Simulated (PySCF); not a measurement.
SSn, SMILES [S]=[Sn] (connectivity only; charge and spin as stated), neutral, multiplicity 1. Coordinates come from a PBE-D3(BJ)/def2-TZVP optimisation. The def2 effective core potentials stand for the cores of Sn; spin–orbit coupling is left out.

The numbers are results of PySCF with PBE-D3(BJ)/def2-TZVP, not measurements.

Harmonic wavenumbers (cm⁻¹): 472. Rotational constants (GHz): 4.020 (linear); symmetry number 1.

**Question.** Work out the zero-point energy and the ideal-gas rigid-rotor harmonic-oscillator thermochemistry at 298.15 K and 1 atm.

**Answer.** ZPE = ½ Σ hcν = ½ × 472 cm⁻¹ = 2.82 kJ/mol. H − E(el) = 12.14 kJ/mol. Entropy in J/(mol K): translation 171.30, rotation 69.37, vibration 3.06, total 243.73. G − E(el) = -60.52 kJ/mol. Cp = 34.59 J/(mol K).
